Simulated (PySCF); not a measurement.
## GeCl₄ + O₂ → GeO₂ + 2 Cl₂

Level: PBE in the def2-TZVP basis family, all electrons, no relativity, computed in PySCF with density fitting; open shells unrestricted.

```json
{"species": "GeCl₄", "state and structure": "singlet, Td, Ge–Cl 2.140 Å (×4)", "E (Eh)": "-3916.97443", "ZPE (kJ/mol)": "14.4", "H(298 K) − H(0) (kJ/mol)": "21.6", "S° (J/(mol K))": "352.4"}
{"species": "O₂", "state and structure": "triplet, D∞h, O–O 1.219 Å", "E (Eh)": "-150.24892", "ZPE (kJ/mol)": "9.3", "H(298 K) − H(0) (kJ/mol)": "8.7", "S° (J/(mol K))": "205.2"}
{"species": "GeO₂", "state and structure": "singlet, D∞h, Ge–O 1.636 Å (×2)", "E (Eh)": "-2227.02573", "ZPE (kJ/mol)": "13.8", "H(298 K) − H(0) (kJ/mol)": "11.9", "S° (J/(mol K))": "246.4"}
{"species": "Cl₂", "state and structure": "singlet, D∞h, Cl–Cl 2.008 Å", "E (Eh)": "-920.02118", "ZPE (kJ/mol)": "3.2", "H(298 K) − H(0) (kJ/mol)": "9.2", "S° (J/(mol K))": "223.0"}
```

Question: What is the electronic reaction energy?

Answer: At PBE/def2-TZVP, ΔE = 407.6 kJ/mol from the differences of the total energies times 2625.5, uphill. 

Question: Add zero-point, thermal and entropy terms for 298.15 K and 1 bar.

Answer: ΔZPE = -3.5 and Δ[H(298) − H(0)] = 0.0 kJ/mol give ΔH° = 404.1 kJ/mol. ΔS° = 134.8 J/(mol K), so ΔG° = 404.1 − 298.15 × (0.1348) = 364 kJ/mol. ΔG° would change sign near 3000 K if ΔH° and ΔS° stayed fixed.

The structures come from searches over a few start shapes, so lower isomers are not excluded.
